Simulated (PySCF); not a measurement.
C₂H₆BFN₂, SMILES C(=C)(F)B(N)N. Atoms are numbered in the order given.

```xyz
12

C      1.8918     0.6211    -0.0474
C      0.7901    -0.1292     0.1361
F      0.9573    -1.3863     0.6551
B     -0.7297     0.2244    -0.1666
N     -1.6763    -0.7912     0.1234
N     -1.0788     1.4953    -0.6978
H      1.8087     1.6355    -0.4623
H      2.8942     0.2453     0.2088
H     -1.3665    -1.6839     0.5034
H     -2.6817    -0.7155    -0.0150
H     -2.0343     1.7747    -0.9113
H     -0.3930     2.2190    -0.8976
```

Geometry optimised at PBE-D3(BJ)/def2-SVP. A frequency run showed that this geometry is not a minimum. This is a generated structure with no PubChem entry under its InChIKey; it may be hypothetical. Other conformers were not sampled.

Calculation: PySCF with TDA-PBE/def2-SVPD.

Vertical excitations. Gas-phase values at a fixed geometry.

```csv
state,energy (eV),λ (nm),f,main pairs
S1,4.92,252,0.046,HOMO→LUMO 91 %
S2,5.36,231,0.000,HOMO→LUMO+1 100 %
S3,5.63,220,0.000,HOMO−1→LUMO+1 100 %
S4,6.33,196,0.421,"HOMO−1→LUMO 70 %, HOMO−2→LUMO 18 %"
S5,6.34,195,0.006,HOMO→LUMO+2 96 %
S6,6.50,191,0.007,HOMO→LUMO+3 95 %
S7,6.63,187,0.016,HOMO−1→LUMO+2 97 %
S8,6.71,185,0.000,HOMO−3→LUMO 84 %
S9,6.82,182,0.010,HOMO−1→LUMO+3 87 %
S10,6.97,178,0.030,HOMO−2→LUMO 72 %
T1,3.87,321,0,"HOMO−1→LUMO 75 %, HOMO→LUMO 23 %"
T2,4.30,288,0,"HOMO→LUMO 77 %, HOMO−1→LUMO 23 %"
T3,5.20,238,0,HOMO→LUMO+1 99 %
T4,5.56,223,0,HOMO−1→LUMO+1 99 %
```
Triplets are in the Tamm–Dancoff approximation.
